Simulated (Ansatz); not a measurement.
A structure relaxed at r2SCAN-D4/def2-SVP in Ansatz, charge 0, doublet:

```tsv
atom	x (Å)	y (Å)	z (Å)
Al1	1.121	-3.250	-0.470
B2	-1.027	0.752	1.199
B3	-0.183	1.442	-0.233
B4	0.755	-1.197	-0.666
B5	0.638	0.317	-1.016
B6	-0.188	-0.324	0.372
B7	-1.116	2.259	0.813
```

Task: Give its formula and point group.

Result: the cluster AlB6. Point group Cs (tolerance 0.1 Å).

Task: Summarise the bond lengths by kind (pairs closer than 1.2 times the sum of covalent radii, bridged metal pairs left out).

Result: 9 × B–B 1.56 to 1.87 Å; 1 × Al–B 2.09 Å.

The charge 0 doublet is spin-contaminated (final ⟨S²⟩ up to 1.48, 0.75 for a pure state). Another isomer (doublet) lies 0.46 eV lower at PBE0-D4/def2-TZVP; other spin states weren't run for this one.
